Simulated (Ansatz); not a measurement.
CuNH4⁺, that is Cu(NH3)H with one electron fewer. Total charge 1; doublet. Geometry r2SCAN-D4/def2-TZVP, that of the neutral singlet; atoms count from 1.

```xyz
6

Cu    1.1674    0.4199    0.1470
N    -0.6693   -0.2408   -0.0843
H    -1.0574    0.0482   -0.9789
H    -1.2846    0.1123    0.6445
H    -0.7050   -1.2566   -0.0492
H     2.5488    0.9169    0.3210
```

Q: Estimate the Mulliken populations from the PBE0/def2-TZVP orbitals of Ansatz.

A: 
```json
{"atom": "Cu1", "charge (e)": "0.24", "spin (α − β)": "0.85", "d electrons": "9.62"}
{"atom": "N2", "charge (e)": "-0.50", "spin (α − β)": "-0.04", "d electrons": "–"}
{"atom": "H3", "charge (e)": "0.32", "spin (α − β)": "0.00", "d electrons": "–"}
{"atom": "H4", "charge (e)": "0.32", "spin (α − β)": "0.00", "d electrons": "–"}
{"atom": "H5", "charge (e)": "0.32", "spin (α − β)": "0.00", "d electrons": "–"}
{"atom": "H6", "charge (e)": "0.30", "spin (α − β)": "0.19", "d electrons": "–"}
```
Mulliken values and Mayer orders depend strongly on the basis.

Q: Where does the spin sit?

A: Summed by element: Cu 0.85, N -0.04, H 0.18, of 1 unpaired in all. Largest on single atoms: Cu1 0.85, H6 0.19, N2 -0.04.

Q: And the Mayer bond orders between bonded heavy atoms (over 0.3)?

A: Cu1–N2 0.55 (1.97 Å).
